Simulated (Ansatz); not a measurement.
One change: `[SiH3]/C=C/I` becomes `FC/C=C/[SiH3]`.

Ansatz, PBE0-D4/def2-TZVP geometries, multiplicity 1. Each molecule was computed in one conformer, which needn't be the lowest.

Elements past krypton have def2 core potentials.

| property | `[SiH3]/C=C/I` |
| --- | --- |
| LUMO energy (B3LYP/def2-TZVPP) / eV | -1.10 |
| size of the dipole moment (PBE/def2-TZVPP) / D | 0.67 |
| size of the dipole moment (B3LYP/def2-TZVPP) / D | 0.74 |
| size of the dipole moment (ωB97M-V/def2-TZVPP) / D | 0.76 |
| HOMO–LUMO gap (PBE/def2-TZVPP) / eV | 4.28 |
| LUMO energy (ωB97M-V/def2-TZVPP) / eV | 1.17 |

Task: Give the same properties after the change, and the shifts. (Best estimate.)

Result: The calculation gave: 
| property | `FC/C=C/[SiH3]` | shift |
| --- | --- | --- |
| LUMO energy (B3LYP/def2-TZVPP) / eV | -0.63 | 0.47 |
| size of the dipole moment (PBE/def2-TZVPP) / D | 1.59 | 0.92 |
| size of the dipole moment (B3LYP/def2-TZVPP) / D | 1.65 | 0.91 |
| size of the dipole moment (ωB97M-V/def2-TZVPP) / D | 1.65 | 0.89 |
| HOMO–LUMO gap (PBE/def2-TZVPP) / eV | 5.25 | 0.97 |
| LUMO energy (ωB97M-V/def2-TZVPP) / eV | 1.68 | 0.51 |

With PBE0 the HOMO falls by 0.61 eV and the LUMO rises by 0.50 eV, so the gap widens by about 1.11 eV. PBE moves the HOMO by -0.52 eV and ωB97M-V by -0.74 eV. Dipoles are sizes alone; their direction can turn.

B3LYP here is the variant with VWN-RPA as its local correlation; programs differ in this.

Spin–orbit coupling is left out; it splits and shifts lone-pair levels of the heavy atoms by tenths of an eV.
